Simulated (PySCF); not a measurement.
# Hartree-Fock beside MP2: ClGeHO

Calculated results; nothing here was measured. They come from PySCF 2.14.0, an open-source quantum chemistry program, on an isolated molecule that a program drew, which may never have been made. The molecule is ClGeHO (charge 0, singlet), drawn as the SMILES string `[O]=[GeH][Cl]`.

The geometry was optimised and harmonic frequencies were computed with HF and MP2, all in the cc-pV(D+d)Z basis, for the commonest isotopes, with a restricted reference for singlets and an unrestricted one otherwise, and a frozen core in MP2. Germanium has the cc-pVDZ-PP basis, with a core potential (ECP10MDF) in place of its 10 inner electrons, and its 3s, 3p and 3d shells are frozen in MP2. Each result is a local minimum of its method.

Geometry at the HF minimum:
```xyz
4
ClGeHO, angstrom
O    -0.4653    0.3535    2.0888
Ge    0.1526   -0.1465    0.6906
Cl   -0.4505    0.6365   -1.1986
H     1.2085   -1.1920    0.4072
```

Lengths of the bonds as drawn, in Å (atoms numbered as above):
| bond | HF | MP2 |
|---|---|---|
| O1-Ge2 | 1.608 | 1.654 |
| Ge2-Cl3 | 2.132 | 2.150 |
| Ge2-H4 | 1.513 | 1.527 |

Rotational constants, in GHz:
```
constant     HF    MP2
       A  23.52  22.99
       B  3.385  3.286
       C  2.959  2.875
```

Harmonic frequencies in cm^-1, each column in rising order, so a row needn't be the same motion in every method:
| rank | HF | MP2 |
|---|---|---|
| 1 | 235 | 214 |
| 2 | 452 | 436 |
| 3 | 522 | 454 |
| 4 | 805 | ? |
| 5 | 1062 | 1003 |
| 6 | 2318 | 2216 |

**Estimate the missing MP2 frequency from the HF column.**

A single factor s that minimises the squared misfit of MP2 against s times HF over the other rows is sum(HF x MP2) / sum(HF^2) = 0.9507, with an rms misfit of 21 cm^-1. For rank 4 it gives 0.9507 x 805 = 765 cm^-1. The calculation gives 753 cm^-1, 12 cm^-1 below the estimate. The drawn bonds are on average 1.5 % longer in MP2 than in HF.
